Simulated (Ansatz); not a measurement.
[Ni(NH3)6]3+ (NiN6H18³⁺). Total charge 3; doublet. Geometry PBE-D4/def2-SVP, basis def2-TZVP, Ansatz.

| run | HOMO (eV) | LUMO (eV) |
| --- | --- | --- |
| A | -20.13 | -17.57 |
| B | -18.23 | -17.62 |
| C | -18.33 | -17.74 |
| D | -20.54 | -17.19 |
| E | -18.92 | -18.04 |

HSE06 is defined as in plane-wave codes, on full-range PBE exchange.

HOMO and LUMO are taken over both spins.

Q: The runs used BLYP, HSE06, PBE, PBE0, r2SCAN. Estimate which is which.

A: A HSE06 (range-separated); B BLYP (0 % exact exchange); C PBE (0 % exact exchange); D PBE0 (25 % exact exchange); E r2SCAN (0 % exact exchange). Exact exchange lowers occupied and raises empty levels; among semilocal functionals meta-GGAs tend to open the gap a little, and such runs are hard to tell apart. The gap grows from 0.59 eV (PBE) to 3.35 eV (PBE0).
